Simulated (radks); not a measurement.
Question: Radial electron density D(r) = 4 pi r^2 rho(r) of an atom or ion with 60 electrons. Calculated with a radial shooting solver on a logarithmic mesh with Libxc functionals: Dirac Kohn-Sham, LDA (Slater exchange, Perdew-Wang correlation), spin-unpolarised, spherical densities, point nucleus.

```
   r/bohr * D(r) (the largest magnitude, 110, reaches the edge; | marks zero)
 0.001119 | *
 0.001334 |  *
 0.001579 |   *
 0.001867 |    *
 0.002209 |      *
 0.002613 |        *
 0.003091 |          *
 0.003686 |             *
  0.00436 |                *
 0.005158 |                    *
 0.006102 |                        *
 0.007218 |                             *
 0.008538 |                                 *
  0.01018 |                                     *
  0.01204 |                                        *
  0.01425 |                                          *
  0.01685 |                                          *
  0.01994 |                                        *
  0.02358 |                                      *
  0.02812 |                                     *
  0.03327 |                                     *
  0.03935 |                                        *
  0.04655 |                                             *
  0.05507 |                                                   *
  0.06566 |                                                      *
  0.07768 |                                                     *
  0.09189 |                                                *
   0.1087 |                                          *
   0.1286 |                                        *
   0.1521 |                                           *
   0.1814 |                                               *
   0.2146 |                                              *
   0.2538 |                                     *
   0.3002 |                          *
   0.3552 |                   *
   0.4201 |                    *
    0.501 |                      *
   0.5926 |                     *
    0.701 |                *
   0.8293 |          *
    0.981 |       *
     1.17 |     *
    1.384 |    *
    1.637 |  *
    1.936 | *
    2.291 |*
     2.71 *
    3.231 *
    3.822 *
    4.521 *
    5.348 *
    6.327 *
    7.484 *
    8.924 *
    10.56 *
    12.49 *
    14.77 *
    17.48 *
    20.67 *
```

What is the nuclear charge?

Answer: Z = 63. The innermost maximum, from 1s, lies near gamma/Z bohr with gamma = sqrt(1 - (Z/c)^2) = 0.888, here 0.0141 bohr (found: 0.0156), and its height grows with Z. The density is that of the europium ion Eu3+ in [Xe] 4f5 7f1; the configuration itself is not fixed sharply by these data, and Z only to a few units. D(r) has 6 maxima, at r = 0.0156, 0.0689, 0.192, 0.526, 5.93, 12.3 bohr, and minima at 0.0300, 0.127, 0.382, 4.11 bohr, inside which lie 2.01, 11.20, 29.32, 59.07 electrons.
